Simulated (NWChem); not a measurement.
# C2H3Cl2F; SMILES FC(Cl)(C)Cl

All runs: NWChem. Pople sets run with spherical d functions. Each level has its own optimisation. Entropies are gas-phase, rigid-rotor, harmonic values for NWChem's default masses at 298.15 K and 1 bar, so the errors hold that model's part too (torsions, anharmonicity).

Measured entropy at 1 bar: 76.5 cal/(mol K) (CRC Handbook, as tabulated in the package chemicals).

### Question
Which of these levels lies farthest from the measured value, and how do the others fare: PBE0/def2-SVP; LDA (Slater exchange, VWN5)/def2-SVP; Hartree-Fock/6-31G*; B3LYP/6-31G*; Hartree-Fock/3-21G?

### Answer
Hartree-Fock/6-31G*.
```
level                                 entropy at 1 bar (cal/(mol K))  computed − measured
------------------------------------  ------------------------------  -------------------
Hartree-Fock/3-21G                                              75.9                 -0.6
Hartree-Fock/6-31G*                                             74.8                 -1.7
B3LYP/6-31G*                                                    76.0                 -0.5
LDA (Slater exchange, VWN5)/def2-SVP                            76.0                 -0.5
PBE0/def2-SVP                                                   75.7                 -0.8
```
